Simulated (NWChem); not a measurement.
System: CH$_{5}$Al; SMILES [CH3][AlH2]

Input file for NWChem:

```
start job
memory heap 200 mb stack 900 mb global 1100 mb
geometry units angstroms noautosym nocenter noautoz
  Al     0.010410     0.716897    -0.008486
  H     -1.369631     1.514565     0.009253
  H      1.372500     1.544444     0.009410
  C      0.011187    -1.239230    -0.018753
  H     -0.238208    -1.618990     0.988889
  H      0.984619    -1.672709    -0.296313
  H     -0.756704    -1.647163    -0.697019
end
basis spherical
  * library def2-svpd
end
dft
  xc b3lyp
  iterations 150
end
property
  response 1 0.0773
end
task dft property
```

The geometry was optimised at PBE0/def2-SVP. B3LYP is NWChem's, with the RPA form of VWN correlation.

Field at 589 nm.

Give the results of this calculation. (B3LYP/def2-SVPD.) Quantities: isotropic polarisability (bohr³); anisotropy (bohr³).


```yaml
isotropic polarisability (bohr³): 45.8
anisotropy (bohr³): 12.7
```
